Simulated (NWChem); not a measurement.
C$_{4}$H$_{12}$Si; SMILES C[Si](C)(C)C

Computed with NWChem. Pople sets run with spherical d functions. Each level has its own optimisation; frequencies are unscaled.

```tsv
level	r C–Si (Å)	r C–H (Å)	highest harmonic frequency (cm⁻¹)	lowest (cm⁻¹)	zero-point energy (kcal/mol)
Hartree-Fock/STO-3G	1.864	1.082	3749	133	113.6
Hartree-Fock/3-21G	1.919	1.087	3246	129	99.2
Hartree-Fock/6-31G*	1.894	1.088	3248	147	98.5
B3LYP/6-31G*	1.896	1.097	3111	138	93.1
LDA (Slater exchange, VWN5)/def2-SVP	1.874	1.111	3073	145	89.0
PBE/def2-SVP	1.898	1.110	3066	142	89.6
BLYP/def2-SVP	1.907	1.110	3028	139	89.3
PBE0/def2-SVP	1.886	1.102	3155	146	92.3
```
